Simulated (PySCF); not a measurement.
Computed structure and properties of La3

System: La3 (doublet); start: released along the symmetry-breaking force (C∞v). Method: PySCF 2.14.0, UKS r2SCAN, La def2-SVP with ECP46; non-relativistic Hamiltonian with scalar-relativistic core potentials where named; density fitting; no spin-orbit coupling.

Input of the relaxation:

```python
mol = gto.M(atom='''
La    -0.00000     0.00000     3.05700
La    -0.00000     0.00000     0.02174
La     0.00000    -0.00000    -3.07874''',
    basis={'La': 'def2-SVP'},
    ecp={'La': 'def2-SVP'},
    charge=0, spin=1)
mf = dft.UKS(mol, xc='R2SCAN')
mf.grids.atom_grid = (50, 194)  # f atoms: unpruned, at least (60, 302)
mf = mf.density_fit()  # fitting sets: La def2-universal-JKFIT
mf.conv_tol = 1e-08; mf.max_cycle = 55
mf.kernel(dm0)  # dm0: converged density of the start geometry
# quasi-Newton relaxation in Cartesian coordinates to a largest gradient under 0.00045 Eh/bohr
```

Run from Python with OMP_NUM_THREADS=2; the lines above give its settings. Where DIIS fails, smearing, a level shift and second-order steps follow.
It took 39 s on 2 threads of Arm Neoverse V1, with other jobs on the host, from the converged density of the start.

Course of the relaxation:

```tsv
step	energy above end (eV)	largest force component within the symmetry (eV/Å)
0	0.0013	0.110
1	0.0010	0.095
2	0.0000	0.010
3	0.0000	0.008
```

Relaxed geometry (C∞v, nearly D∞h):

```xyz
3

La    0.0000    0.0000    3.0575
La    0.0000    0.0000    0.0359
La    0.0000    0.0000   -3.0935
```

```json
{"contact": "La2–La1", "Å": "3.022"}
{"contact": "La3–La2", "Å": "3.129"}
{"contact": "La3–La1", "Å": "6.151"}
```

On the finer grid (75, 302):

```json
{
  "HOMO": "-3.18 eV",
  "LUMO": "-2.49 eV",
  "Dipole about the centre of mass": "0.37 D",
  "Spin squared": "2.656",
  "Set of Mulliken populations of La1 outside the core potential": "s 2.90, p 6.00, d 1.85, f 0.02",
  "D3(BJ) dispersion energy (not in the energies)": "-0.052 eV"
}
```

```json
{"atom": "La1", "Mulliken (e)": "0.23", "Löwdin (e)": "0.15", "spin (e)": "0.99"}
{"atom": "La2", "Mulliken (e)": "-0.34", "Löwdin (e)": "-0.34", "spin (e)": "0.67"}
{"atom": "La3", "Mulliken (e)": "0.11", "Löwdin (e)": "0.19", "spin (e)": "-0.66"}
```

The state is spin-contaminated.

No frequency check is given for this geometry.

One start shape was tried, so this needn't be the lowest isomer.

Open shells may have lower solutions than the one found.
